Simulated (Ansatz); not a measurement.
Ideal-gas functions of CH$_{6}$GeSi (`[CH2]1[SiH2][GeH2]1`) at 600 K and 1 bar, from an Ansatz frequency run at PBE0-D4/def2-TZVP.

Molar mass 118.75 g/mol, point group Cs (symmetry number 1), electronic degeneracy 1, moments of inertia 41.701, 136.678, 162.331 u Å². Harmonic wavenumbers (cm⁻¹, unscaled): 280, 390, 393, 399, 466, 558, 587, 672, 755, 755, 836, 876, 900, 918, 1366, 2169, 2187, 2233, 2256, 3126, 3207.

Use S(trans) = R[1.5 ln M + 2.5 ln T − 1.1517]; rotational temperatures θ = 24.2544 K / I; S(rot) = R[ln(√π/σ · √(T³/θAθBθC)) + 1.5]; for each mode x = 1.438777 ν̃/T, S = R[x/(eˣ − 1) − ln(1 − e⁻ˣ)] and H = RT x/(eˣ − 1); 1 cm⁻¹ = 0.0119627 kJ/mol; R = 8.31446 J/(mol·K).

Task: By hand: the entropy, in J/(mol·K).

Result: Translation 183.0. Rotation: θ = 0.5816, 0.1775, 0.1494 K, giving 114.4. Vibration, mode by mode: 11.78, 9.17, 9.11, 8.99, 7.81, 6.49, 6.13, 5.19, 4.43, 4.43, 3.80, 3.52, 3.36, 3.25, 1.39, 0.29, 0.28, 0.25, 0.24, 0.04, 0.03, in all 90.0. Electronic 0.0. Sum 387.4 J/(mol·K).

Task: By hand: H − E and G − E in kJ/mol, counted from the electronic energy.

Result: Zero-point energy ½ × 25329 × 0.0119627 = 151.5; thermal vibration 32.4; translation, rotation and pV give 4 RT = 20.0. H − E = 203.9 kJ/mol, and G − E = 203.9 − 600 × 387.4/1000 = -28.5 kJ/mol.

Vibration gives 23 % of the entropy.
